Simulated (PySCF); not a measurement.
Input of a run (PBE0-D3(BJ)/def2-SVP geometry optimisation, gas phase (PySCF 2.14.0)), started from a GFN2-xTB structure with every atom displaced at random (by about 0.01 Å):
```
{"job": {"xc": "PBE0", "basis": "def2-SVP", "d3": "d3bj", "grid": 1, "shake": 0.01, "kind": "geom"}, "charge": 0, "multiplicity": 1}
B      1.851970     0.346920     0.911710
B      0.630810     0.548310    -0.213460
F      0.445640     1.601340    -1.013490
C     -0.442510    -0.603520    -0.392730
B     -1.743030    -0.152930     0.392850
Br    -1.892380    -0.534720     2.221490
H      2.866810    -0.133030     0.654310
H      1.687920     0.660480     2.027100
H     -0.685000    -0.690250    -1.436880
H     -0.076370    -1.552650    -0.010430
H     -2.605750     0.484230    -0.076290
```

Output (energies in Eh, forces in Eh/bohr):
```
step   0  E = -2788.69244030  max force = 0.027369
step   1  E = -2788.69678339  max force = 0.010539
step   2  E = -2788.69770359  max force = 0.001799
step   3  E = -2788.69783408  max force = 0.001913
step   4  E = -2788.69788362  max force = 0.001478
step   5  E = -2788.69791366  max force = 0.000593
step   6  E = -2788.69792512  max force = 0.000214
optimisation converged
```

Question: Summarise the run.

Answer: The energy falls by 14.4 kJ/mol over 7 energy and gradient evaluations, the largest force component goes from 0.0274 to 2.1e-04 Eh/bohr, and the atoms move by 0.049 Å rms after alignment. The bond that changes most is B1–H7 (three-coordinate boron to B–H hydrogen), which lengthens by 0.059 Å. Bonds longer at the end by more than 0.005 Å: 7 of 10; shorter: 1. Among the angles that change most is B1–B2–F3, from 126.8° to 121.5°. The energy never rose by more than 1e-6 Eh on the way. The first step brought 79 % of the lowering.

Question: What are the final bond lengths?

Answer: B1–B2 1.690 Å, B2–F3 1.336 Å, B2–C4 1.585 Å, C4–B5 1.549 Å, B5–Br6 1.914 Å, B1–H7 1.211 Å, B1–H8 1.210 Å, C4–H9 1.104 Å, C4–H10 1.101 Å, B5–H11 1.204 Å. Numbering counts from 1 in the input's order; the species is `BB(F)CBBr`.

The run used 127 basis functions and 47 SCF cycles in all.

Not checked by PBE0-D3(BJ)/def2-SVP frequencies. One conformer, not necessarily the lowest.

Shape of the structure used: `[BH2:1][B:2]([F:3])[CH2:4][BH:5][Br:6]`: B1–B2–C4–B5 99°, B2–C4–B5–Br6 -89°.
